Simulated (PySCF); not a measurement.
Dipole moment and polarisability of (Z)-1,2,3,3,3-pentafluoropropene

Compound: (Z)-1,2,3,3,3-pentafluoropropene, C3HF5.
Geometry (PBE0-D3(BJ)/def2-SVP, Å), atoms numbered from 1 in this order:
```xyz
9
C3HF5 angstrom
F      2.436    0.844   -0.221
C      1.365    0.080   -0.283
C      0.176    0.495    0.150
F     -0.023    1.695    0.669
C     -1.060   -0.355    0.101
F     -1.547   -0.559    1.323
F     -2.016    0.233   -0.616
F     -0.794   -1.541   -0.448
H      1.520   -0.912   -0.711
```

Level: PBE0/def2-SVPD (PySCF), static field, nuclei fixed, core orbitals frozen in the response. The polarisability tensor in these axes (au):

```
x   50.92 -0.45 -4.27
y   -0.45 38.55  2.34
z   -4.27  2.34 34.76
```

Give the principal values, the mean and the anisotropy Δα = √{½[(α1 − α2)² + (α2 − α3)² + (α1 − α3)²]}.

Principal values 32.87, 39.31 and 52.05 au; mean 41.41 au = 6.14 Å³ = 6.83 × 10⁻⁴⁰ C²·m²/J; Δα = 16.91 au (41 % of the mean).

What is the dipole moment, and where does it point?

(1.03, -1.00, -0.64) D, 1.57 D in size, pointing from the negative to the positive side. Measured along this direction, the outermost atoms are F4 at the negative end and H9 at the positive end.

Form Σ f/ω² (atomic units) for the 10 lowest TDDFT singlets, given as eV and f, and set it beside the mean polarisability, which is this sum over all singlets: 7.00, 0.0131; 7.57, 0.3765; 8.30, 0.0103; 8.61, 0.0007; 8.81, 0.0040; 9.33, 0.0061; 9.75, 0.0191; 9.80, 0.0092; 9.96, 0.0000; 9.98, 0.0034.

They add up to 5.51 au, 13.3 % of the 41.41 au; the largest single term is 4.86 au, from the state at 7.57 eV. Terms in order: 0.20, 4.86, 0.11, 0.01, 0.04, 0.05, 0.15, 0.07, 0.00, 0.03 au. Higher excitations give the rest. The strengths listed sum to 0.442.

Find the Langevin capture rate constant for O2+ (31.990 u) meeting this molecule (132.000 u), k = 2.342 × 10⁻⁹ cm³/s × √(α in Å³ / reduced mass in u).

The reduced mass is 25.75 u, so k = 1.14 × 10⁻⁹ cm³/s. The formula leaves out the permanent dipole, which adds to the capture rate.

Traceless (Buckingham) quadrupole moment about the centre of nuclear charge: eigenvalues?

-4.74, 0.83, 3.91 D·Å. The values depend on the origin, since the dipole doesn't vanish. The electronic extent ⟨r²⟩ about the same centre is 884 bohr², a root-mean-square distance of 1.97 Å for the 64 electrons.

Isolated species at its PBE0-D3(BJ)/def2-SVP geometry, gas phase.
